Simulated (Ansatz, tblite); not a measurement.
Cost and result up the ladder for LaCl₃ (4 atoms). Charge 0, multiplicity 1. Geometry: PBE-D4/def2-SVP.

```xyz
4

La   -0.2198   -0.0706   -0.3662
Cl   -1.0223   -2.0155    1.1730
Cl   -1.0211    2.3078    0.3386
Cl    2.2632   -0.2217   -1.1454
```

Ansatz on 4 threads of Arm Neoverse V1 on a shared host; xTB runs through tblite on one thread. Times are rough, summed over both states, and most runs start from the orbitals of an earlier one. PBE0-D4/def2-TZVP serves as the yardstick here, not as an exact answer. The other state is a doublet.

In the def2 sets La takes a core potential; there is no spin–orbit coupling. The xTB rows come from tblite. HOMO above LUMO, or a gap near zero within one spin, warns that the state may not be the lowest or that an electron is smeared out.

Raw xTB energies of ions are shifted by several eV.

```tsv
level	functions	wall time
GFN2-xTB	36	0.014 s
GFN1-xTB	36	0.035 s
PBE-D4/def2-TZVP	151	9 s
PBE0-D4/def2-TZVP	151	18 s
r2SCAN-D4/def2-TZVP	151	26 s
```

Q: Estimate what each level gives for the vertical IE (eV).

A: 
```
              level  vertical IE (eV)  difference from PBE0-D4/def2-TZVP (eV)                                     remarks
           GFN2-xTB             14.48                                    3.79                                           –
           GFN1-xTB             15.13                                    4.44                                           –
   PBE-D4/def2-TZVP             10.11                                   -0.59  gap within one spin near zero (+1 doublet)
  PBE0-D4/def2-TZVP             10.70                                    0.00                                           –
r2SCAN-D4/def2-TZVP             10.38                                   -0.32  gap within one spin near zero (+1 doublet)
```
